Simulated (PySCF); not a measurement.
C2H5NO2Si, SMILES O=C/N=C/O[SiH3].

Geometry optimised at r2SCAN-D4/def2-SVP. The structure was generated by enumeration; whether it is a known compound was not checked. One conformer was computed; it need not be the lowest.

All values below come from PBE/def2-TZVP run with PySCF.

```
Property                                                                                                        Value
---------------------------------------------------------------------------------------------  ----------------------
total energy                                                                                       -573.58436 hartree
highest occupied level                                                                                       -6.17 eV
lowest empty level                                                                                           -2.71 eV
orbital gap                                                                                                   3.46 eV
dipole moment                                                                                                  2.62 D
quadrupole, principal values (traceless, Buckingham form, about the centre of nuclear charge)   -8.15, 3.76, 4.38 D·Å
mean static polarisability                                                                       67.3 bohr³ (9.98 Å³)
polarisability, principal values                                                               47.4, 61.3, 93.3 bohr³
```
